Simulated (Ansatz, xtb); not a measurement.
Two isomers of C7H6OS

We compare a, `O=C[C@@H]1C=C[C@@H]1C=C=S`, a singlet, with b, `O/C=C1/C=C[C@@H]1C=C=S`, a singlet. Both are isolated molecules in the gas phase, relaxed with PBE-D3(BJ)/def2-SVP, each in the lowest conformer that the search found.

a (Å):

```xyz
15

C    -1.7780   -0.0860   -2.6323
C    -0.6801    0.8865   -3.0067
C     0.6137    0.2314   -3.4684
C     1.3342    0.6141   -2.3906
C     0.1970    1.4116   -1.7706
C    -0.2287    1.0846   -0.3600
C    -0.5412    1.9983    0.5489
O    -2.9282   -0.0104   -3.0107
S    -0.9008    3.0979    1.6116
H    -1.4306   -0.9346   -1.9650
H    -1.1131    1.6800   -3.6513
H     0.8447   -0.3428   -4.3787
H     2.3730    0.4532   -2.0628
H     0.3366    2.5085   -1.8690
H    -0.2741    0.0247   -0.0521
```

b (Å):

```csv
atom,x (Å),y (Å),z (Å)
C,-1.2012,0.6849,-3.6572
C,-0.1281,0.4210,-2.8763
C,0.9235,-0.5869,-2.7484
C,1.3699,-0.0989,-1.5508
C,0.3579,1.0575,-1.5504
C,-0.6773,1.1143,-0.4478
C,-0.9754,2.2073,0.2427
O,-2.1075,1.6673,-3.4252
S,-1.3097,3.5222,1.0396
H,-1.9139,2.0560,-2.5458
H,-1.4359,0.1036,-4.5642
H,1.2368,-1.4231,-3.3920
H,2.1573,-0.3828,-0.8392
H,0.8285,2.0552,-1.6887
H,-1.2243,0.1820,-0.2163
```

Problem. Which of the two would you expect CCSD(T)/def2-SVP + ΔMP2/def2-TZVPP electronic energies to favour?

Solution. Structure a; the calculation gives E(b) − E(a) = +5.1 kcal/mol.

The same difference at several levels:

```
                             level             geometry  E(b) − E(a) (kcal/mol)  departure from the last row (kcal/mol)  job, with rough time for the two
               PBE-D3(BJ)/def2-SVP  PBE-D3(BJ)/def2-SVP                      +2.9                                    −2.3                optimisation, 43 s
                       HF/def2-SVP  PBE-D3(BJ)/def2-SVP                      +8.9                                    +3.8           part of the CCSD(T) run
                      MP2/def2-SVP  PBE-D3(BJ)/def2-SVP                      +7.9                                    +2.7           part of the CCSD(T) run
                  CCSD(T)/def2-SVP  PBE-D3(BJ)/def2-SVP                      +8.0                                    +2.8                      single point
CCSD(T)/def2-SVP + ΔMP2/def2-TZVPP  PBE-D3(BJ)/def2-SVP                      +5.1                                                     single point, 2.2 min
```

As drawn, b has 1 C–O, 1 C=C, 1 O–H in place of 1 C=O, 1 C–C, 1 C–H.

None of the levels shown reverses the order. The largest departure from CCSD(T)/def2-SVP + ΔMP2/def2-TZVPP is that of HF/def2-SVP, 3.8 kcal/mol. Levels run at GFN2-xTB geometries aren't shown. The last row adds to CCSD(T) the change of the MP2 difference between the two basis sets, here −2.8 kcal/mol.

With thermal terms from frequencies at re-optimised GFN2-xTB minima (ideal gas, soft modes damped towards free rotors, one conformer each, 298.15 K, 1 atm): the zero-point term adds +0.2 kcal/mol; ΔH is +5.3 and ΔG +5.7 kcal/mol.

The correlated steps freeze 13 core orbitals. Codes used: Ansatz 0.2.0, xtb 6.7.1; the last row on 2 threads of AMD EPYC 9R45 96-Core Processor (Zen 5) on a shared host.
